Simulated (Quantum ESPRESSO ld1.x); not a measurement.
The numbers below are computed, except where a source is named.
Q: Os25+, 51 electrons, occupied as [Kr] 4d10 4f5. Level of theory: scalar-relativistic Kohn-Sham, relativistic LDA (MacDonald-Vosko exchange, VWN5 correlation), spin-unpolarised, spherical densities, point nucleus (ld1.x of Quantum ESPRESSO 7.5). Some entries of the table are withheld. Estimate them.

orbital,occ.,eigenvalue (hartree),r(max) (bohr)
1s,2,-2725.09,0.011
2s,2,-498.910,0.064
2p,6,-438.793,0.052
3s,2,-138.276,0.180
3p,6,-120.574,0.177
3d,10,-100.766,(1)
4s,2,-49.9876,0.397
4p,6,-43.8884,0.417
4d,10,(2),0.417
4f,5,-28.2031,0.364

A: 
(1) 3d r(max) (bohr): 0.145
(2) 4d eigenvalue (hartree): -36.3996
